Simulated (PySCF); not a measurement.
## Heteronuclear NMR

Molfile (atoms numbered from 1):
```
C7H7OP
     RDKit          3D

 16 16  0  0  0  0  0  0  0  0999 V2000
    2.7713   -0.7299   -0.1208 C   0  0  0  0  0  0  0  0  0  0  0  0
    1.2925   -0.4910   -0.0353 C   0  0  0  0  0  0  0  0  0  0  0  0
    0.8152    0.8028   -0.1740 C   0  0  0  0  0  0  0  0  0  0  0  0
   -0.5191    1.1512   -0.1158 C   0  0  0  0  0  0  0  0  0  0  0  0
   -1.5368    0.2188    0.0916 C   0  0  0  0  0  0  0  0  0  0  0  0
   -2.9251    0.7017    0.1341 C   0  0  0  0  0  0  0  0  0  0  0  0
   -3.2674    1.8489    0.0022 O   0  0  0  0  0  0  0  0  0  0  0  0
   -1.2859   -1.1361    0.2570 C   0  0  0  0  0  0  0  0  0  0  0  0
    0.2716   -1.8868    0.2366 P   0  0  0  0  0  0  0  0  0  0  0  0
    3.1556   -0.3984   -1.0855 H   0  0  0  0  0  0  0  0  0  0  0  0
    3.0048   -1.7857    0.0014 H   0  0  0  0  0  0  0  0  0  0  0  0
    3.2935   -0.1667    0.6526 H   0  0  0  0  0  0  0  0  0  0  0  0
    1.5413    1.5898   -0.3392 H   0  0  0  0  0  0  0  0  0  0  0  0
   -0.8135    2.1844   -0.2336 H   0  0  0  0  0  0  0  0  0  0  0  0
   -3.6707   -0.1017    0.3041 H   0  0  0  0  0  0  0  0  0  0  0  0
   -2.1351   -1.7924    0.4133 H   0  0  0  0  0  0  0  0  0  0  0  0
  1  2  1  0
  2  3  2  0
  3  4  1  0
  4  5  2  0
  5  6  1  0
  6  7  2  0
  5  8  1  0
  8  9  2  0
  9  2  1  0
  1 10  1  0
  1 11  1  0
  1 12  1  0
  3 13  1  0
  4 14  1  0
  6 15  1  0
  8 16  1  0
M  END
```

[PySCF: PBE0/pcSseg-1 with gauge-including orbitals; geometry: GFN2-xTB; no solvent; one conformer; fast rotation and ring inversion assumed for equivalent nuclei; non-relativistic Hamiltonian]

Problem. Where does ³¹P resonate?

Solution. 
| atoms | environment | σ (ppm) | δ (ppm) |
| --- | --- | --- | --- |
| P9 | phosphorus bonded to 2 C, in a 6-membered ring | 93.0 | 193.0 |

Shieldings were converted by a linear fit to measured shifts: ³¹P (scatter 18.1 ppm rms vs H3PO4, solution or neat liquid). Occasional misses reach two or three times the rms, and more in compound classes unlike the fitted ones.

On a 400 MHz spectrometer ³¹P resonates near 161.9 MHz, so 1 ppm is 161.9 Hz.

Problem. What are the ¹⁷O shifts?

Solution. 
```json
{"atoms": "O7", "environment": "aldehyde oxygen", "σ (ppm)": "-327.4", "δ (ppm)": "564.9"}
```

Shieldings were converted by a linear fit to measured shifts: ¹⁷O (scatter 10.7 ppm rms, 12.2 ppm with the 3 outliers that the fit left out vs liquid water, solution or neat liquid). A few per cent of atoms miss by over 2 rms, more outside the fitted compound classes.

On a 400 MHz spectrometer ¹⁷O resonates near 54.2 MHz, so 1 ppm is 54.2 Hz.
